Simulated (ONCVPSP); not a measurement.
## Before and after: ONCV potential for Re (Z = 75)

ONCVPSP 4.0.1 input, shortened (lines: element, Z, core and valence counts, functional; n l f; lmax; l rc ep ncon nbas qcut; lloc lpopt rc5 dvloc0; l nproj debl; icmod fcfact rcfact), PBEsol, fully relativistic:

```
  Re 75.00   11    3  -116133      upf
    1    0    2.00
    2    0    2.00
    2    1    6.00
    3    0    2.00
    3    1    6.00
    3    2   10.00
    4    0    2.00
    4    1    6.00
    4    2   10.00
    5    0    2.00
    5    1    6.00
    4    3   14.00
    5    2    5.00
    6    0    1.00
    3
    0    2.60    0.00    3    7    2.40
    1    2.45    0.38    4    6    3.70
    2    2.50    0.00    4    9    4.90
    3    1.00    0.00    3    7   14.00
    4    5    0.90   -1.00
    0    2    1.40
    1    1    1.70
    2    3    2.40
    3    3    0.40
    0    0.00    0.00
```

Open shells are filled in proportion to 2j + 1.

In the p channel the program set the typed energies aside and used 0.050 Ha (j = l + 1/2; the other j can differ). In the f channel the program set the typed energies aside and used -1.797, 0.250, 0.650 Ha (j = l + 1/2; the other j can differ).

Change: f: nproj 0; local potential the f channel. In the p channel the program set the typed energies aside and used 0.050 Ha (j = l + 1/2; the other j can differ).

Cutoffs: the cutoffs (Ha) at which the residual kinetic energy of the hardest occupied pseudo-wave falls to 1 and 0.1 mHa per electron; they do not see the model core or the augmentation charge, which bear on the density cutoff. Errors are all-electron minus pseudo energies relative to the spin-unpolarised reference configuration.

Task: What does the change do?

Result: Both files keep a bound ghost (p, s); the lowest positive-energy flag moves from p3/2 at 8.1 eV to d5/2 at 238.3 eV; the miss of the reference levels goes from 0.01 to 1.44 eV; the number of tests with a reliable result goes from 3 to 4; of the 3 tests that both files solve, the error grows in 1 and shrinks in 0 by more than 15 % and 0.3 meV (median size 27.2 → 28.3 meV); the range in which the p3/2 phases agree widens (upper end 0.2 → 1.2); the range in which the f7/2 phases agree narrows (upper end at the end of the scan → -0.7). In the changed file the local f channel has no projectors, so it cannot carry the spin–orbit splitting, and the file is wrong for that shell.

| quantity | base | changed |
| --- | --- | --- |
| bound ghosts | s, p3/2, p1/2 | s, p3/2, p1/2 |
| GHOST(+) flags under 300 eV | p3/2 at 8.1 eV, p1/2 at 9.9 eV, d5/2 at 181.9 eV, d3/2 at 193.0 eV | d5/2 at 238.3 eV, d3/2 at 249.7 eV, d3/2 at 265.8 eV |
| largest miss of a reference level, eV | 0.01 | 1.44 |
| tests with a reliable result | 3 of 4 | 4 of 4 |
| error for 4f14 5d5 6s0, meV [ΔE 16.35 eV] | +13 | +14 |
| error for 4f14 5d4 6s0, meV [ΔE 43.50 eV] | +27 | +28 |
| error for 4f13 5d5 6s2, meV [ΔE 42.92 eV] | -1086 | -1380 |
| s: phases at 2.65 bohr within 0.05 rad from the reference energy up to (Ha; the scan ends near 5) | 2.5 | 2.1 |
| p3/2: phases at 2.49 bohr within 0.05 rad from the reference energy up to (Ha; the scan ends near 5) | 0.2 | 1.2 |
| p1/2: phases at 2.49 bohr within 0.05 rad from the reference energy up to (Ha; the scan ends near 5) | n/a | 1.4 |
| d5/2: phases at 2.54 bohr within 0.05 rad from the reference energy up to (Ha; the scan ends near 5) | to the end of the scan | to the end of the scan |
| d3/2: phases at 2.54 bohr within 0.05 rad from the reference energy up to (Ha; the scan ends near 5) | to the end of the scan | to the end of the scan |
| f7/2: phases at 1.02 bohr within 0.05 rad from the reference energy up to (Ha; the scan ends near 5) | to the end of the scan | -0.7 |
| f5/2: phases at 1.02 bohr within 0.05 rad from the reference energy up to (Ha; the scan ends near 5) | to the end of the scan | -1.1 |

 A true bound ghost makes a file unfit for plane-wave use even where its test errors are small: the radial tests pick states by their node count and pass the ghost by.
